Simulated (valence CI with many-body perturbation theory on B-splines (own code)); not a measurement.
**Missing levels of Tb³¹⁺**

Level of theory: valence CI with perturbative core correlation (CI+MBPT): six valence electrons over a frozen Dirac-Fock core [Ar] 3d10, a basis of 9 s, 9 p, 8 d, 6 f, 3 g, 1 h functions for each j, with the one-electron correlation potential Σ1 (screened to all orders), the two-electron term Σ2, the three-electron term Σ3, Breit, model QED; selected single and double excitations, second order for the rest, scaled by the run's own slope (own B-spline code, finite nucleus).

The last digits are not significant, and no measured levels were compared; by estimate large intervals hold to a few tenths of a per cent, small ones and those within an open d or f shell to about a per cent. Among the levels kept, up to 630 cm⁻¹ of a level comes from second order outside the variational space, and about a tenth of that is noise between levels of different J, which matters for small intervals.

```
                             Level  E (cm⁻¹)
        (4s^2 4p1/2^2 4p3/2^2) J=2         0
        (4s^2 4p1/2^2 4p3/2^2) J=0     57061
          (4s^2 4p1/2 4p3/2^3) J=1    359880
          (4s^2 4p1/2 4p3/2^3) J=2    390260
                (4s^2 4p3/2^4) J=0    774390
          (4s 4p1/2^2 4p3/2^3) J=2    952020
    (4s^2 4p1/2^2 4p3/2 4d3/2) J=1    972870
    (4s^2 4p1/2^2 4p3/2 4d3/2) J=2    989530
    (4s^2 4p1/2^2 4p3/2 4d3/2) J=0    997130
    (4s^2 4p1/2^2 4p3/2 4d3/2) J=3   1001200
    (4s^2 4p1/2^2 4p3/2 4d5/2) J=4         ?
          (4s 4p1/2^2 4p3/2^3) J=1         ?
    (4s^2 4p1/2^2 4p3/2 4d5/2) J=2         ?
    (4s^2 4p1/2^2 4p3/2 4d5/2) J=3   1150000
    (4s^2 4p1/2^2 4p3/2 4d5/2) J=1   1190300
    (4s^2 4p1/2 4p3/2^2 4d3/2) J=0         ?
(4s^2 4p1/2 4p3/2^2 4d3/2) J=1 [a]   1305800
(4s^2 4p1/2 4p3/2^2 4d3/2) J=2 [a]         ?
(4s^2 4p1/2 4p3/2^2 4d3/2) J=3 [a]   1336100
(4s^2 4p1/2 4p3/2^2 4d5/2) J=0 [a]         ?
```

Levels are named by their leading jj configuration (3d3/2^4 stands for four electrons in 3d with j = 3/2), which in mixed levels can hold well under half, so a name can repeat and another be missing. Letters in brackets count levels of one name in rising energy.

Problem. The levels stand in rising order. What does the calculation give for the missing energies?

Solution. (4s^2 4p1/2^2 4p3/2 4d5/2) J=4 1068100; (4s 4p1/2^2 4p3/2^3) J=1 1086700; (4s^2 4p1/2^2 4p3/2 4d5/2) J=2 1119800; (4s^2 4p1/2 4p3/2^2 4d3/2) J=0 1291000; (4s^2 4p1/2 4p3/2^2 4d3/2) J=2 [a] 1314100; (4s^2 4p1/2 4p3/2^2 4d5/2) J=0 [a] 1347500.
